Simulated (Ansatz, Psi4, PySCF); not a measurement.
Dimer: HF (SMILES F) (first 2 atoms) with CHN (SMILES C#N); geometry from B3LYP-D3(BJ)/def2-TZVP, rigid monomers moved along the line of their centres of mass till H2···N4 is 3.27 Å.
(charge 0, multiplicity 1):
```tsv
atom	x (Å)	y (Å)	z (Å)
F	-0.0481	-0.9930	-0.1373
H	0.0375	-0.4804	0.6439
C	0.4446	1.9380	4.3163
N	0.3382	1.3107	3.3672
H	0.5441	2.5239	5.2029
```

Monomers are frozen at their geometry in the pair; levels with a basis set take the counterpoise correction.

Correlated levels freeze the cores. Rows in 6-31G* carry no dispersion term and start afresh at each structure (6-31G* with six Cartesian d functions).

Codes used: Ansatz (a first-principles code) with Gaussian orbitals; Psi4 for SAPT; PySCF for 6-31G* rows. 

Problem. What interaction energy does B3LYP/6-31G* give?

Solution. -9 kJ/mol
